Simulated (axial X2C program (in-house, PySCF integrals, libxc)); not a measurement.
NaAu: cheaper levels and CCSD(T), two-component

Computed with an in-house all-electron X2C program for linear molecules (integrals from PySCF). Two-component (2c) means X2C with spin–orbit coupling and atomic mean-field two-electron Coulomb and Gaunt terms. Basis: Au dyall-cv3z [13s14p9d6f4g], Na dyall-cv3z [9s8p5d2f] (cores contracted in-house); Gaussian nuclei, density fitting, unrestricted open shells. Masses: Au 196.967 u, Na 22.990 u.

State: Ω = 0 (closed shell); fragments Au + Na.

```
level  Re (Å)  ωe (cm⁻¹)  De (eV)
   HF   2.681      213.7    0.974
  MP2   2.593      250.9     2.58
 CCSD   2.623      237.0     2.44
```

Correlated methods: 12 electrons correlated (number of frozen shells: Au 5 s, 4 p, 2 d, 1 f; Na 2 s, 1 p), 310 virtual spin orbitals or spinors in MP2, 90 natural virtuals in coupled cluster.

CCSD(T), same Hamiltonian and basis:

Re = 2.621 Å, ωe = 239.5 cm⁻¹, De = 2.58 eV; T1 = 0.035 (Lee–Taylor normalisation).

Task: Give the differences from CCSD(T) in the columns below.

Result: 

| level | ΔRe (Å) | Δωe (cm⁻¹) | ΔDe (eV) |
| --- | --- | --- | --- |
| HF | 0.060 | -25.8 | -1.61 |
| MP2 | -0.028 | 11.4 | 0.00 |
| CCSD | 0.002 | -2.5 | -0.14 |

The state is a single determinant with fixed occupations, the lowest that a limited PBE0 search found. Closed shells are restricted here (equal orbitals for both partners); the stretched side of such a curve lies too high. De is counted from the lowest determinant-based energies of the atoms at the same level, without counterpoise correction. Coupled cluster ran in a truncated set of natural virtual spinors; the MP2 energy of the rest was added. (T) has no such correction and the atoms are truncated less, which lowers De at CCSD(T) by a hundredth of an eV or more. The T1 diagnostic is large, a sign of multireference character. With the outer-core shells frozen, correlated bond lengths of heavy atoms tend to come out a few hundredths of an ångström too long.
